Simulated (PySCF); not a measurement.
# Where the electron goes

Species: C5H12GeSi.
SMILES with atom numbers: `[SiH3:1][CH2:2][GeH:3]1[CH2:4][CH:5]=[CH:6][CH2:7]1` (hydrogens: H8, H9, H10 on Si1; H11, H12 on C2; H13 on Ge3; H14, H15 on C4; H16 on C5; H17 on C6; H18, H19 on C7)

Geometry (PBE0-D3(BJ)/def2-SVP, Å), atoms numbered from 1 in this order:
```xyz
19
C5H12GeSi angstrom
Si     2.9595    0.1222    0.6948
C      1.4685    0.9553   -0.0835
Ge     0.0615   -0.2704   -0.6827
C     -1.5952    0.6683   -1.1999
C     -2.5573    0.2454   -0.1241
C     -2.1849   -0.6339    0.8189
C     -0.7988   -1.2167    0.8176
H      2.5475   -0.6751    1.8927
H      3.9817    1.1233    1.1347
H      3.6068   -0.8095   -0.2807
H      1.7991    1.5597   -0.9448
H      1.0152    1.6477    0.6458
H      0.6208   -1.2082   -1.7728
H     -1.9489    0.3749   -2.2028
H     -1.4617    1.7631   -1.2251
H     -3.5719    0.6610   -0.1186
H     -2.8943   -0.9385    1.5974
H     -0.2781   -1.0461    1.7750
H     -0.8176   -2.3095    0.6677
```

Theory: TDDFT CAM-B3LYP/def2-SVPD, vertical, gas phase, core orbitals frozen in the response in PySCF. The CAM-B3LYP/def2-SVPD calculation is non-relativistic and has no spin–orbit coupling, an omission that weighs most on germanium.

Kohn–Sham orbitals with the atoms that hold most of them (Löwdin shares over 4%, at most four atoms; ? is withheld):

| orbital | ε (eV) | atoms |
| --- | --- | --- |
| HOMO-3 | -10.14 | Ge3 29%, H13 27%, C2 12%, C7 6% |
| HOMO-2 | -9.59 | C2 25%, Ge3 18%, C7 16%, Si1 8% |
| HOMO-1 | -9.19 | ? |
| HOMO | -8.36 | ? |
| LUMO | 1.11 | Si1 23%, Ge3 17%, C2 8%, H11 7% |
| LUMO+1 | 1.42 | Si1 25%, Ge3 14%, H9 8%, C4 8% |
| LUMO+2 | 1.53 | Ge3 16%, C6 10%, C2 8%, C5 8% |

Task: Give the leading atoms of the HOMO.

Result: C5 (bonded to 2 C and H) 32%; C6 (bonded to 2 C and H) 32%; C4 (bonded to C, Ge and 2 H) 8%; C7 (bonded to C, Ge and 2 H) 8%.

Task: Give the leading atoms of the HOMO-1.

Result: C4 (bonded to C, Ge and 2 H) 27%; Ge3 (bonded to 3 C and H) 19%; C7 (bonded to C, Ge and 2 H) 17%; C2 (bonded to Ge, Si and 2 H) 7%. By element: carbon 52% or more, germanium 19%.

Task: The HOMO–LUMO gap is 9.47 eV. Where does the response calculation put the lowest singlet, and from which orbitals?

Result: S1 is at 6.69 eV (f = 0.0054), 2.78 eV below the gap, made of HOMO→LUMO (44%), HOMO→LUMO+2 (37%), HOMO→LUMO+1 (9%). 

Next come S2 at 7.03 eV (f 0.149), HOMO→LUMO+3 (77%); S3 at 7.18 eV (f 0.0010), HOMO-1→LUMO+3 (80%); S4 at 7.35 eV (f 0.0090), HOMO→LUMO+1 (61%), HOMO→LUMO+2 (14%), HOMO→LUMO+4 (14%); S5 at 7.47 eV (f 0.022), HOMO→LUMO (38%), HOMO→LUMO+2 (21%).

Löwdin shares depend on the basis, the more so with diffuse functions.

One conformer stands for the species.
